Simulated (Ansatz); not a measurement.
Molecule: sum formula H$_{4}$BSiO, net charge 0, doublet state. It need not be the lowest isomer of its formula. 
Structure (B3LYP-D3(BJ)/def2-TZVP (Ansatz, a program for electronic structure) minimum search):
```
B
O 1 1.3335
H 2 0.9655 1 115.84
Si 1 2.0127 2 129.38 3 -180.00
H 4 1.4836 1 107.35 2 -121.91
H 4 1.4836 5 108.23 1 115.59
H 4 1.4897 5 108.43 6 117.42
```
Charge 0, spin multiplicity 2.

Atomisation energy built up term by term with Ansatz (kcal/mol; UHF references for open shells; valence terms freeze the core; atomic spin-orbit terms are left out). CBS marks a two-point X^-3 extrapolation of the correlation energy; Hartree-Fock from the larger set.

```tsv
term	basis	kcal/mol
Hartree-Fock	cc-pV(Q+d)Z	403.48
CCSD correlation	CBS(cc-pV(T+d)Z,cc-pV(Q+d)Z)	124.37
(T)	CBS(cc-pV(T+d)Z,cc-pV(Q+d)Z)	7.32
core correlation	cc-pwCVTZ	1.23
scalar relativity (X2C)	cc-pVTZ-DK against cc-pVTZ	-0.98
sum: De		535.4
```

(T) makes 1.4 % of the CCSD(T) atomisation energy; under 5 % is typical of single-reference molecules.
